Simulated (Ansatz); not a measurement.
## A ladder of methods for Si2H2OF2 (SMILES F[Si]1(F)O[SiH2]1)

The species is Si2H2OF2 (7 atoms), meant as a singlet with charge 0. As SMILES, `F[Si]1(F)O[SiH2]1`. Geometry: optimised at B3LYP/def2-SVP.

```
atom    x (Å)    y (Å)    z (Å)
   F   0.4243  -1.6305   1.7237
  Si   0.0422  -1.0295   0.2800
   F  -0.2054  -2.3186  -0.6519
   O   1.1328   0.0816  -0.3309
  Si  -0.3052   1.0773  -0.2381
   H  -0.2118   2.2056   0.7244
   H  -0.8154   1.5460  -1.5527
```

Quantity: the dissociation energy of the H6–Si5 bond into doublet H and doublet Si2HOF2 (shapes relaxed at B3LYP/def2-SVP, no zero-point term), in eV. The values are calculated.

```json
{"level": "HF/def2-SVP", "kind": "Hartree–Fock", "program": "Ansatz", "value (eV)": "3.23", "less CCSD(T)/def2-SVP": "-0.62"}
{"level": "SVWN5/def2-SVP", "kind": "LDA", "program": "Ansatz", "value (eV)": "4.08", "less CCSD(T)/def2-SVP": "+0.23"}
{"level": "PBE/def2-SVP", "kind": "GGA", "program": "Ansatz", "value (eV)": "3.70", "less CCSD(T)/def2-SVP": "-0.15"}
{"level": "r2SCAN/def2-SVP", "kind": "meta-GGA", "program": "Ansatz", "value (eV)": "3.80", "less CCSD(T)/def2-SVP": "-0.05"}
{"level": "wB97M-V/def2-SVP", "kind": "range-separated hybrid", "program": "Ansatz", "value (eV)": "4.01", "less CCSD(T)/def2-SVP": "+0.16"}
{"level": "B2PLYP/def2-SVP", "kind": "double hybrid", "program": "Ansatz", "value (eV)": "3.87", "less CCSD(T)/def2-SVP": "+0.02"}
{"level": "RPA@PBE/def2-SVP", "kind": "RPA", "program": "Ansatz", "value (eV)": "3.80", "less CCSD(T)/def2-SVP": "-0.05"}
{"level": "CCSD(T)/def2-SVP", "kind": "coupled cluster or CI", "program": "Ansatz", "value (eV)": "3.85", "less CCSD(T)/def2-SVP": "0.00"}
```

Differences are taken from CCSD(T)/def2-SVP for orientation; it has basis-set and higher-order errors of its own. Correlated wave functions underbind in double-zeta sets. The values span 3.23 to 4.08 eV. Hartree–Fock misses the correlation of the electron pair that is broken and comes out low. Measured bond enthalpies also hold zero-point and thermal terms, a few tenths of an eV less.
